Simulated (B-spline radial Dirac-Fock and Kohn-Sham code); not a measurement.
**Elastic electron scattering at 50 eV, Pr to Re**

Method: relativistic (Dirac) partial waves in the static field of the Dirac-Fock atom with Furness-McCarthy exchange, without polarisation or absorption potentials. Computed with a radial atomic solver. Below a few hundred eV the neglected polarisation potential matters, most of all at small angles. σ_tr1 and σ_tr2 weight the cross section with 1 − P₁ and 1 − P₂ of cos θ; "backward" is the share scattered beyond 90°.

```
 Z  element  σ (a₀²)  σ_tr1 (a₀²)  σ_tr2 (a₀²)  backward (%)  dσ/dΩ at 90° (a₀²/sr)
59       Pr     62.9         10.9         15.1           7.4                  0.652
60       Nd     61.8         10.7         15.6           7.2                  0.760
61       Pm     60.7         10.6         16.0           7.1                  0.852
62       Sm     59.6         10.6         16.5           7.1                  0.929
63       Eu     58.4         10.6         16.9           7.2                  0.991
64       Gd     60.8         11.1         19.3           6.6                   1.21
65       Tb     56.2         10.7         17.6           7.5                   1.08
66       Dy     55.0         10.8         17.8           7.7                   1.10
67       Ho     53.9         10.9         18.1           7.9                   1.11
68       Er     52.8         11.0         18.3           8.2                   1.12
69       Tm     51.8         11.2         18.4           8.5                   1.12
70       Yb     50.7         11.3         18.6           8.7                   1.11
71       Lu     52.2         12.1         20.6           8.9                   1.25
72       Hf     51.1         13.1         22.0           9.9                   1.35
73       Ta     49.3         14.0         22.9            11                   1.38
74        W     47.0         15.0         23.4            13                   1.37
75       Re     44.5         15.9         23.6            15                   1.31
```
